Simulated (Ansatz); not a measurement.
Ideal-gas functions of CH4BBrO2, SMILES `COB(O)Br` at 500 K and 1 bar, from an Ansatz frequency run at PBE0-D4/def2-TZVP.

Molar mass 138.76 g/mol, point group Cs (symmetry number 1), electronic degeneracy 1, moments of inertia 116.074, 215.042, 327.933 u Å². Harmonic wavenumbers (cm⁻¹, unscaled): 69, 154, 179, 316, 409, 509, 559, 559, 939, 1111, 1184, 1185, 1270, 1449, 1492, 1495, 1544, 3052, 3127, 3154, 3912.

Use S(trans) = R[1.5 ln M + 2.5 ln T − 1.1517]; rotational temperatures θ = 24.2544 K / I; S(rot) = R[ln(√π/σ · √(T³/θAθBθC)) + 1.5]; for each mode x = 1.438777 ν̃/T, S = R[x/(eˣ − 1) − ln(1 − e⁻ˣ)] and H = RT x/(eˣ − 1); 1 cm⁻¹ = 0.0119627 kJ/mol; R = 8.31446 J/(mol·K).

Task: By hand: the entropy, in J/(mol·K).

Result: Translation 181.1. Rotation: θ = 0.209, 0.1128, 0.074 K, giving 121.1. Vibration, mode by mode: 21.77, 15.15, 13.92, 9.39, 7.42, 5.85, 5.20, 5.20, 2.19, 1.48, 1.25, 1.25, 1.03, 0.67, 0.61, 0.60, 0.54, 0.01, 0.01, 0.01, 0.00, in all 93.6. Electronic 0.0. Sum 395.8 J/(mol·K).

Task: By hand: H − E and G − E in kJ/mol, counted from the electronic energy.

Result: Zero-point energy ½ × 27668 × 0.0119627 = 165.5; thermal vibration 23.9; translation, rotation and pV give 4 RT = 16.6. H − E = 206.0 kJ/mol, and G − E = 206.0 − 500 × 395.8/1000 = 8.1 kJ/mol.

Vibration gives 24 % of the entropy, 21.8 J/(mol·K) of it from the mode under 150 cm⁻¹: soft modes count most, and the harmonic formula is weakest for them. The sum counts one conformer and one mirror image; others add a mixing term.
